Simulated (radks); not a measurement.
The numbers below are computed, except where a source is named.
Ionisation of Tl3+, [Xe] 4f14 5d10, to Tl4+, [Xe] 4f14 5d9, under several functionals. Scalar-relativistic Kohn-Sham, spin-unpolarised, spherical densities, point nucleus; a radial shooting solver on a logarithmic mesh with Libxc functionals.

| functional | E(Tl3+) (hartree) | Exc (hartree) | IE (eV) | -e(HOMO) (eV) | <r> HOMO (bohr) | IE error (eV) |
|---|---|---|---|---|---|---|
| BLYP | -20244.9272 | -378.5389 | 51.626 | 44.167 | 1.344 | +0.486 |
| BP86 | -20246.1553 | -379.7965 | 51.883 | 44.415 | 1.340 | +0.743 |
| B86b exchange with PBE correlation | -20245.2947 | -378.9407 | 51.811 | 44.339 | 1.340 | +0.671 |
| AM05 | -20233.3693 | -367.0690 | 51.819 | 44.345 | 1.339 | +0.679 |
| PW91 | -20245.7406 | -379.3867 | 51.872 | 44.400 | 1.341 | +0.732 |
| RPBE | -20244.4660 | -378.1253 | 51.714 | 44.240 | 1.339 | +0.574 |

NIST Atomic Spectra Database: 51.14 eV (measured). Closest: BLYP. The Delta-SCF values span 0.26 eV, the total energies 12.79 hartree. The highest occupied level is 5d. Spin polarisation and multiplet splitting are left out, so open shells lie too high by an amount that depends on their filling. Spin-orbit splitting is averaged out at the scalar-relativistic level.

Beside tabulated values, note that spin-unpolarised runs miss the spin-polarisation part of the exchange energy of open shells, and scalar-relativistic runs lack spin-orbit coupling.
